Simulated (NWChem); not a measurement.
System: boron monoxide dimer (B$_{2}$O$_{2}$); SMILES B(B=O)=O

The following NWChem deck was run.

```
start job
memory heap 200 mb stack 700 mb global 900 mb
geometry units angstroms noautosym nocenter noautoz
  O      0.000000     0.000000    -2.025435
  B      0.000000     0.000000    -0.826223
  B      0.000000     0.000000     0.826223
  O      0.000000     0.000000     2.025435
end
basis spherical
  * library pcsseg-1
end
dft
  xc xpbe96 cpbe96
  iterations 150
end
property
  shielding 2 1 2
end
task dft property
```

NWChem printed, in part:

```
             Northwest Computational Chemistry Package (NWChem) 7.3.0
             --------------------------------------------------------

                             Geometry "geometry" -> ""
                             -------------------------

 Output coordinates in angstroms (scale by  1.889725989 to convert to a.u.)

  No.       Tag          Charge          X              Y              Z
 ---- ---------------- ---------- -------------- -------------- --------------
    1 O                    8.0000     0.00000000     0.00000000    -2.02543500
    2 B                    5.0000     0.00000000     0.00000000    -0.82622300
    3 B                    5.0000     0.00000000     0.00000000     0.82622300
    4 O                    8.0000     0.00000000     0.00000000     2.02543500

 Effective nuclear repulsion energy (a.u.)      66.5136065449

  pbe96 is a nonlocal functional; adding pw91lda local functional.
                              NWChem Property Module
                              ----------------------

  itol2e modified to match energy
  convergence criterion.

                                 NWChem DFT Module
                                 -----------------

 Summary of "ao basis" -> "ao basis" (spherical)
 ------------------------------------------------------------------------------
       Tag                 Description            Shells   Functions and Types
 ---------------- ------------------------------  ------  ---------------------
 O                          pcsseg-1                 7       17   3s3p1d
 B                          pcsseg-1                 7       17   3s3p1d

  itol2e modified to match energy
  convergence criterion.

            General Information
            -------------------
          SCF calculation type: DFT
          Wavefunction type:  closed shell.
          No. of atoms     :     4
          No. of electrons :    26
           Alpha electrons :    13
            Beta electrons :    13
          Charge           :     0
          Spin multiplicity:     1
          Use of symmetry is: off; symmetry adaption is: off
          Maximum number of iterations: 150
          AO basis - number of functions:    68
                     number of shells:    28
          Convergence on energy requested:  1.00D-07
          Convergence on density requested:  1.00D-05
          Convergence on gradient requested:  5.00D-04

              XC Information
              --------------
          PerdewBurkeErnzerhof Exchange Functional  1.000
            Perdew 1991 LDA Correlation Functional  1.000 local
           PerdewBurkeErnz. Correlation Functional  1.000 non-local

             Grid Information
             ----------------
          Grid used for XC integration:  fine
          Radial quadrature: Mura-Knowles
          Angular quadrature: Lebedev.
          Tag              B.-S. Rad. Rad. Pts. Rad. Cut. Ang. Pts.
          ---              ---------- --------- --------- ---------
          O                   0.60       70          10.0       590
          B                   0.85       70           8.0       590
          Grid pruning is: on
          Number of quadrature shells:   280
          Spatial weights used:  Erf1

      Superposition of Atomic Density Guess
      -------------------------------------

 Sum of atomic energies:        -198.53921987

      Non-variational initial energy
      ------------------------------

 Total energy =    -199.519323
 1-e energy   =    -401.834038
 2-e energy   =     135.801108
 HOMO         =      -0.539821
 LUMO         =      -0.038691

   convergence    iter        energy       DeltaE   RMS-Dens  Diis-err
 ---------------- ----- ----------------- --------- --------- ---------
 d= 0,ls=0.0,diis     1   -199.7104171554 -2.66D+02  6.23D-02  2.06D+00
 d= 0,ls=0.0,diis     2   -196.4291996365  3.28D+00  5.16D-02  3.06D+01
 d= 0,ls=0.0,diis     3   -199.9861592810 -3.56D+00  1.83D-03  1.10D-01
 d= 0,ls=0.0,diis     4   -199.9980036674 -1.18D-02  4.49D-04  3.26D-03
 d= 0,ls=0.0,diis     5   -199.9982950324 -2.91D-04  1.59D-04  2.24D-04
  Resetting Diis
 d= 0,ls=0.0,diis     6   -199.9983229305 -2.79D-05  2.41D-05  5.66D-06
 d= 0,ls=0.0,diis     7   -199.9983238385 -9.08D-07  9.24D-06  9.31D-08
 d= 0,ls=0.0,diis     8   -199.9983237374  1.01D-07  6.27D-06  1.13D-06
 d= 0,ls=0.0,diis     9   -199.9983238479 -1.11D-07  3.17D-07  4.14D-10
 d= 0,ls=0.0,diis    10   -199.9983238479 -3.92D-11  8.82D-08  1.48D-10

         Total DFT energy =     -199.998323847932
      One electron energy =     -404.492170187645
           Coulomb energy =      163.004371040006
    Exchange-Corr. energy =      -25.024131245194
 Nuclear repulsion energy =       66.513606544900

 Numeric. integr. density =       26.000000024274

                       DFT Final Molecular Orbital Analysis
                       ------------------------------------

 Vector   11  Occ=2.000000D+00  E=-3.681237D-01
              MO Center=  1.4D-10, -1.6D-10,  2.1D-05, r^2= 3.7D+00
   Bfn.  Coefficient  Atom+Function         Bfn.  Coefficient  Atom+Function
  ----- ------------  ---------------      ----- ------------  ---------------
     8      0.209332  1 O  py                59      0.209335  4 O  py
     7     -0.188224  1 O  px                58     -0.188226  4 O  px
    11      0.165808  1 O  py                62      0.165810  4 O  py
    10     -0.149088  1 O  px                61     -0.149091  4 O  px
    25      0.139158  2 B  py                42      0.139159  3 B  py

 Vector   12  Occ=2.000000D+00  E=-3.485558D-01
              MO Center= -2.1D-12,  3.3D-12, -2.1D-05, r^2= 4.1D+00
   Bfn.  Coefficient  Atom+Function         Bfn.  Coefficient  Atom+Function
  ----- ------------  ---------------      ----- ------------  ---------------
     7      0.231837  1 O  px                58     -0.231834  4 O  px
     8      0.210038  1 O  py                59     -0.210036  4 O  py
    10      0.190073  1 O  px                61     -0.190071  4 O  px
    11      0.172201  1 O  py                62     -0.172199  4 O  py
     4      0.121899  1 O  px                55     -0.121897  4 O  px

 Vector   13  Occ=2.000000D+00  E=-3.485558D-01
              MO Center=  2.3D-10, -2.5D-10, -2.1D-05, r^2= 4.1D+00
   Bfn.  Coefficient  Atom+Function         Bfn.  Coefficient  Atom+Function
  ----- ------------  ---------------      ----- ------------  ---------------
     8      0.231837  1 O  py                59     -0.231834  4 O  py
     7     -0.210038  1 O  px                58      0.210036  4 O  px
    11      0.190073  1 O  py                62     -0.190071  4 O  py
    10     -0.172201  1 O  px                61      0.172199  4 O  px
     5      0.121899  1 O  py                56     -0.121897  4 O  py

 Vector   14  Occ=0.000000D+00  E=-1.193111D-01
              MO Center= -3.0D-11, -1.2D-11,  3.3D-08, r^2= 3.0D+00
   Bfn.  Coefficient  Atom+Function         Bfn.  Coefficient  Atom+Function
  ----- ------------  ---------------      ----- ------------  ---------------
    24     -0.249589  2 B  px                41     -0.249589  3 B  px
    10      0.237265  1 O  px                61      0.237265  4 O  px
    27     -0.215159  2 B  px                44     -0.215159  3 B  px
    25     -0.195991  2 B  py                42     -0.195991  3 B  py
    11      0.186314  1 O  py                62      0.186313  4 O  py

 Vector   15  Occ=0.000000D+00  E=-1.193111D-01
              MO Center= -1.8D-10,  2.2D-10,  3.3D-08, r^2= 3.0D+00
   Bfn.  Coefficient  Atom+Function         Bfn.  Coefficient  Atom+Function
  ----- ------------  ---------------      ----- ------------  ---------------
    25     -0.249589  2 B  py                42     -0.249589  3 B  py
    11      0.237265  1 O  py                62      0.237265  4 O  py
    28     -0.215159  2 B  py                45     -0.215159  3 B  py
    24      0.195991  2 B  px                41      0.195991  3 B  px
    10     -0.186314  1 O  px                61     -0.186313  4 O  px

 Vector   16  Occ=0.000000D+00  E= 9.143944D-03
              MO Center=  1.0D-09, -1.5D-09,  8.7D-07, r^2= 3.7D+00
   Bfn.  Coefficient  Atom+Function         Bfn.  Coefficient  Atom+Function
  ----- ------------  ---------------      ----- ------------  ---------------
    20      0.882947  2 B  s                 37     -0.882948  3 B  s
     3     -0.461803  1 O  s                 54      0.461804  4 O  s
    29     -0.306236  2 B  pz                46     -0.306237  3 B  pz
    19      0.258790  2 B  s                 36     -0.258790  3 B  s
    26      0.145840  2 B  pz                43      0.145840  3 B  pz

     Multipole analysis of the density
     ---------------------------------

     L   x y z        total         alpha         beta         nuclear
     -   - - -        -----         -----         ----         -------
     0   0 0 0     -0.000000    -13.000000    -13.000000     26.000000

     1   1 0 0     -0.000000     -0.000000     -0.000000      0.000000
     1   0 1 0      0.000000      0.000000      0.000000      0.000000
     1   0 0 1     -0.000005     -0.000002     -0.000002      0.000000

     2   2 0 0    -14.962553     -7.481277     -7.481277      0.000000
     2   1 1 0      0.000000      0.000000      0.000000      0.000000
     2   1 0 1      0.000000      0.000000      0.000000      0.000000
     2   0 2 0    -14.962553     -7.481277     -7.481277      0.000000
     2   0 1 1     -0.000000     -0.000000     -0.000000      0.000000
     2   0 0 2    -24.141196   -141.458535   -141.458535    258.775874

          -----------------------------------------
          Chemical Shielding Tensors (GIAO, in ppm)
          -----------------------------------------

                                NWChem CPHF Module
                                ------------------

  scftype          =     RHF
  nclosed          =       13
  nopen            =        0
  variables        =      715
  # of vectors     =        3
  tolerance        = 0.10D-03
  level shift      = 0.00D+00
  max iterations   =       50
  max subspace     =       30

 SCF residual:    4.4249878886428295E-006

Iterative solution of linear equations
  No. of variables      715
  No. of equations        3
  Maximum subspace       30
        Iterations       50
       Convergence  1.0D-04

   iter   nsub   residual    time
   ----  ------  --------  ---------
     1      3    2.65D-06      12.4

      Atom:    1  O
        Diamagnetic
    387.8348     -0.0000     -0.0000
     -0.0000    387.8348      0.0000
     -0.0000      0.0000    410.4381

        Paramagnetic
   -629.3893     -0.0000     -0.0000
     -0.0000   -629.3893     -0.0000
     -0.0000     -0.0000      0.0000

        Total Shielding Tensor
   -241.5545     -0.0000     -0.0000
     -0.0000   -241.5545     -0.0000
     -0.0000     -0.0000    410.4381

           isotropic =     -24.2236
          anisotropy =     651.9926

          Principal Components and Axis System
                 1           2           3
              410.4381   -241.5545   -241.5545

      1        -0.0000      0.7424     -0.6699
      2        -0.0000      0.6699      0.7424
      3         1.0000      0.0000      0.0000

      Atom:    2  B
        Diamagnetic
    197.4493      0.0000     -0.0000
      0.0000    197.4493      0.0000
     -0.0000      0.0000    220.5375

        Paramagnetic
   -175.3264      0.0000     -0.0000
      0.0000   -175.3264      0.0000
     -0.0000      0.0000     -0.0000

        Total Shielding Tensor
     22.1230      0.0000     -0.0000
      0.0000     22.1230      0.0000
     -0.0000      0.0000    220.5375

           isotropic =      88.2612
          anisotropy =     198.4146

          Principal Components and Axis System
                 1           2           3
              220.5375     22.1230     22.1230

      1        -0.0000      0.7644     -0.6447
      2         0.0000      0.6447      0.7644
      3         1.0000     -0.0000     -0.0000
```

Level: PBE/pcSseg-1, GIAO. Coordinates come from a PBE0/def2-SVP optimisation. The printed shielding anisotropy is the first printed principal value minus the mean of the other two.
